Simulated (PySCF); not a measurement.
All values below come from PySCF with B3LYP-D3(BJ)/def2-TZVP // BP86-D3(BJ)/def2-SVP. Gas-phase values, no solvent. One relaxed conformer stands for a flexible species; it need not be the lowest. B3LYP has the VWN-RPA correlation part, as in Gaussian. 

Reference species: [W(Cl)6] (neutral, multiplicity 1).

- LUMO: -5.49 eV
- coordination number: 6
- HOMO: -8.94 eV

After one change: the LUMO increases by 0.56 eV; the coordination number hardly moves; the HOMO goes up by 0.74 eV.

Question: Which change was made? The new species is one of these.
A) [W(Cl)2(OH)4]
B) [W(OH)6]
C) [W(Cl)4(OH)2]
D) [W(Cl)(OH)5]

Answer: C, [W(Cl)4(OH)2]
